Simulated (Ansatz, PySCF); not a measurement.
HIMg, singlet, geometry from GFN2-xTB (such geometries of metal compounds can be far from the true shape) (core potentials on I), with bond 3-1 at 1.8 times its length. Base run: CASSCF(6,6)/def2-SVP in PySCF.

The PySCF input:
```python
from pyscf import gto, scf, mcscf
import numpy

mol = gto.M(
    atom='''
Mg   -0.000000   -0.000000   -2.038979
H    -0.000000   -0.000000   -3.602485
I     0.000000    0.000000    2.584511
''',
    basis='def2-svp',
    ecp={'I': 'def2-svp'},
    charge=0,
    spin=0,
    verbose=4,
)

mf = scf.RHF(mol)
mf.kernel()
mc = mcscf.CASSCF(mf, 6, 6)
mc.fix_spin_(ss=0.0)
mc.kernel()
occ = numpy.linalg.eigvalsh(mc.fcisolver.make_rdm1(mc.ci, mc.ncas, mc.nelecas))[::-1]
ss = mc.fcisolver.spin_square(mc.ci, mc.ncas, mc.nelecas)[0]
print('natural occupations', occ.round(4), ' <S^2>', round(ss, 4))
```

Programs used: Ansatz (an electronic-structure program), PySCF; a row that names a program was run with it.

The base run was repeated with changes; each row names its change, and settings that it needs were set with it.

| change | ΔE vs base (mEh) | natural occupations | <S^2> of the state | outcome |
|---|---|---|---|---|
| base | 0.000 | 1.99 1.99 1.79 0.21 0.01 0.01 | 0.00 | converged |
| solver = newton | 0.000 | 1.99 1.99 1.79 0.21 0.01 0.01 | 0.00 | converged |
| code = ansatz; correction = SC-NEVPT2, all electrons | -144.3 | - | - | converged |
| fix_spin_ = off | 0.000 | 1.99 1.99 1.79 0.21 0.01 0.01 | 0.00 | converged |
| conv_tol = 1e-5 | 0.002 | 1.99 1.99 1.79 0.21 0.01 0.01 | 0.00 | converged |
| orbitals = fixed (CASCI) | 25.779 | 2.00 2.00 1.89 0.11 0.00 0.00 | 0.00 | converged |
| code = ansatz | -11.151 | - | - | converged |
| active space = 6 electrons, 8 orbitals | -23.638 | 1.98 1.98 1.80 0.19 0.01 0.01 0.01 0.01 | 0.00 | converged |
| active space = 2 electrons, 2 orbitals | 12.722 | 1.71 0.29 | 0.00 | converged |
| active space = 6 electrons, 5 orbitals | - | - | - | not converged |
| state_average = 2 states | - | - | - | not converged |

Active orbitals are taken around the Fermi level unless the row says otherwise; CASSCF can end in different local minima, and two programs can end on different orbitals. State-averaged rows give the lowest state.

Ansatz warned in this series: other orbitals give a lower active-space energy.
